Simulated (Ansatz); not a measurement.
```xyz
8

C     1.0182    0.0000    0.0000
C     0.0000    1.0182    0.0000
C    -1.0182    0.0000    0.0000
C     0.0000   -1.0182    0.0000
F     2.3582    0.0000    0.0000
F     0.0000    2.3582    0.0000
F    -2.3582    0.0000    0.0000
F     0.0000   -2.3582    0.0000
```

Basis set: def2-TZVP (spherical functions). Charge 0, multiplicity 3.

Computed with Ansatz (development build ahead of 0.2.0); each method stands on the lowest determinant of its kind that the runs found. Restricted functionals stand beside restricted open-shell atoms, which can lie above the unrestricted atoms usual in DFT and then raise those values.

The atomization energy at this shape (free ground-state atoms in the same class of orbitals less the molecule, no zero-point energy) of triplet C4F4:

```csv
method,atomization energy
ωB97X (unrestricted),824.35 kcal/mol
PBE0 (restricted open-shell),850.08 kcal/mol
UHF,515.44 kcal/mol
ROHF,534.37 kcal/mol
```

(1) What does PBE0 (unrestricted) give?

## Answers

(1) 841.48 kcal/mol. Caution: other spin multiplicities may lie lower.

The shape needn't be a minimum at these levels.
